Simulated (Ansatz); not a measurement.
CHFGeN (`N#[C][GeH][F]`) radical, relaxed with UKS PBE-D4/def2-SVP in Ansatz 0.2.0 from a rough embedded geometry. The force threshold is 0.03 eV/Å; the program also tests the step.

Total charge 0; spin multiplicity 2.

Start:

```xyz
5

N     1.835    0.989    1.086
C     0.960    0.370    0.527
Ge   -0.398   -0.659   -0.348
F    -1.803   -0.596    0.513
H    -0.594   -0.103   -1.777
```

| step | energy (eV) | largest force (eV/Å) | largest move (Å) |
| --- | --- | --- | --- |
| 1 | -61751.8436 | 3.904 | 0.000 |
| 2 | -61752.0703 | 1.648 | 0.069 |
| 3 | -61752.1178 | 0.255 | 0.055 |
| 4 | -61752.1196 | 0.056 | 0.022 |
| 5 | -61752.1201 | 0.041 | 0.008 |
| 6 | -61752.1203 | 0.027 | 0.013 |

End:

```xyz
5

N     1.807    0.972    1.110
C     0.964    0.395    0.527
Ge   -0.339   -0.712   -0.390
F    -1.812   -0.554    0.558
H    -0.621   -0.100   -1.805
```

It took 15 s on 2 threads of a server CPU on a shared host, with 0.19 GiB of host memory at the peak.
